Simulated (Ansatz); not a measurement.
Start from `N[SiH2]N` and change one atom or group to get `N[SiH](N)Cl`.

Ansatz, PBE0-D4/def2-TZVP geometries, multiplicity 1. Each molecule was computed in one conformer, which needn't be the lowest.

| property | `N[SiH2]N` |
| --- | --- |
| LUMO energy (ωB97M-V/def2-TZVPP) / eV | 2.45 |
| zero-point energy (PBE0-D4/def2-TZVP) / kJ/mol | 181.9 |
| size of the dipole moment (PBE/def2-TZVPP) / D | 0.83 |
| HOMO energy (PBE0/def2-TZVPP) / eV | -7.18 |
| HOMO energy (PBE/def2-TZVPP) / eV | -5.78 |
| HOMO energy (B3LYP/def2-TZVPP) / eV | -6.96 |

Q: Give the same properties after the change, and the shifts. (Estimate.)

A: Computed: 
```csv
property,`N[SiH](N)Cl`,shift
LUMO energy (ωB97M-V/def2-TZVPP) / eV,2.35,-0.10
zero-point energy (PBE0-D4/def2-TZVP) / kJ/mol,166.5,-15.4
size of the dipole moment (PBE/def2-TZVPP) / D,2.11,1.28
HOMO energy (PBE0/def2-TZVPP) / eV,-7.73,-0.55
HOMO energy (PBE/def2-TZVPP) / eV,-6.28,-0.50
HOMO energy (B3LYP/def2-TZVPP) / eV,-7.49,-0.53
```

With PBE0 the HOMO falls by 0.55 eV and the LUMO falls by 0.08 eV, so the gap widens by about 0.47 eV. PBE moves the HOMO by -0.50 eV and ωB97M-V by -0.57 eV. Dipoles are sizes alone; their direction can turn.

B3LYP here is the variant with VWN-RPA as its local correlation; programs differ in this.
